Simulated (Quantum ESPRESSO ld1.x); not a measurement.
The numbers below are computed, except where a source is named.
Question: The selenium ion Se2+, 32 electrons, occupied as [Ar] 3d10 4s2 4p(up 1.5, down 0.5) (fractional occupations, a model configuration). Code: ld1.x of Quantum ESPRESSO 7.5. Model: non-relativistic Kohn-Sham, LDA (Slater exchange, Perdew-Wang correlation), spin-polarised, spherical densities, point nucleus. Some entries of the table are withheld. Estimate them.

orbital  occ.  eigenvalue (eV)  <r> (bohr)
1s up       1         -12303.6     0.04505
1s down     1         -12303.6     0.04505
2s up       1         -1582.40      0.2003
2s down     1         -1582.35      0.2003
2p up       3         -1424.69      0.1729
2p down     3         -1424.62      0.1729
3s up       1         -228.110      0.5862
3s down     1         -228.014      0.5860
3p up       3              (1)      0.5949
3p down     3              (2)      0.5946
3d up       5         -77.4364      0.6269
3d down     5         -77.2872      0.6256
4s up       1              (3)       1.714
4s down     1              (4)       1.714
4p up     1.5              (5)       1.983
4p down   0.5              (6)       1.994

Answer: 
(1) 3p up eigenvalue (eV): -173.860
(2) 3p down eigenvalue (eV): -173.750
(3) 4s up eigenvalue (eV): -37.6009
(4) 4s down eigenvalue (eV): -36.6762
(5) 4p up eigenvalue (eV): -26.0894
(6) 4p down eigenvalue (eV): -25.1818
